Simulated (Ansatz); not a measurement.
## Abstraction of H: GeH3(CH3) + SnH3 → GeH2(CH3) + SnH4

Gas-phase species: GeH3(CH3) (methyl germane), singlet; SnH3 `[SnH3]`, doublet; GeH2(CH3), doublet; SnH4 `[SnH4]`, singlet. A radical takes H: the energy is the difference in strength between the Ge–H bond broken and the Sn–H bond made.

Shapes, held fixed at every level: PBE0-D4/def2-TZVP. Programs: Ansatz 0.2.0. The zero-point and thermal change to 298 K, harmonic and unscaled (PBE0-D4/def2-TZVP), is -2.2 kJ/mol.

```tsv
level	kind	ΔH(298 K) (kJ/mol)	less CCSD(T)/def2-TZVPP
MP2/def2-SVP	perturbation theory	+44.1	+4.3
SPW92/def2-TZVPP	LDA	+39.4	-0.4
PBE-D4/def2-TZVPP	GGA	+38.3	-1.5
PBE0-D4/def2-TZVPP	global hybrid	+38.7	-1.1
wB97X-V/def2-TZVPP	range-separated hybrid	+38.5	-1.3
B2PLYP/def2-TZVPP	double hybrid	+40.4	+0.6
CCSD/def2-TZVPP	coupled cluster or CI	+40.2	+0.4
CCSD(T)/def2-TZVPP	coupled cluster or CI	+39.8	0.0
```

The highest level, CCSD(T)/def2-TZVPP, gives ΔH(298 K) = +39.8 kJ/mol; the levels span +38.3 to +44.1. The column of differences is taken from that level and isn't an error. No measured value is set beside it here. Open shells run unrestricted. For atoms past krypton def2 sets carry core potentials with scalar relativity. Relativity is left out for Ge. Outer-core shells of Ge, Sn are correlated, in sets that cover them unevenly.
